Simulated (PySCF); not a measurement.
NICS in one family of compounds.

Definitions: NICS(0) = −σiso at the ring centroid; NICS(1) = −σiso and NICS(1)zz = −σzz at ±1 Å along the ring normal z. Level: GIAO PBE0/pcSseg-1 (PySCF, non-relativistic, gas phase) on the GFN2-xTB geometries, one conformer each. Atom numbers follow the mapped SMILES.

Question: Order these rings by mean NICS(1)zz, lowest (most negative) first (ppm).
A. ring C5–O6–C7–C10–P11 in `[CH3:1][O:2][C:3](=[O:4])[c:5]1[o:6][c:7]([O:8][CH3:9])[cH:10][p:11]1`
B. ring C5–O6–C7–C8–P9 in `[CH3:1][O:2][C:3](=[O:4])[c:5]1[o:6][cH:7][cH:8][p:9]1`
C. ring C3–C4–P5–C6–O11 in `[CH:1]#[C:2][c:3]1[cH:4][p:5][c:6]([C:7](=[O:8])[O:9][CH3:10])[o:11]1`

Answer: B (-25.6), C (-23.5), A (-20.5).

| SMILES | ring | NICS(0) | NICS(1) | NICS(1)zz | HOMA | rms pucker (Å) | ring atoms with four or more neighbours |
| --- | --- | --- | --- | --- | --- | --- | --- |
| COC(=O)c1occp1 | 5-membered ring with O and P; formal bonds all aromatic | -11.3 | -11.1 | -25.6 | 0.52 | 0.00 | 0 |
| C#Cc1cpc(C(=O)OC)o1 | 5-membered ring with O and P; formal bonds all aromatic | -10.9 | -10.7 | -23.5 | 0.53 | 0.00 | 0 |
| COC(=O)c1oc(OC)cp1 | 5-membered ring with O and P; formal bonds all aromatic | -10.3 | -9.6 | -20.5 | 0.48 | 0.00 | 0 |

NICS(0) gives the same order. The isotropic NICS(1) gives the same order. HOMA uses Krygowski's 1993 parameters. NICS(1) and NICS(1)zz are means over the two faces.
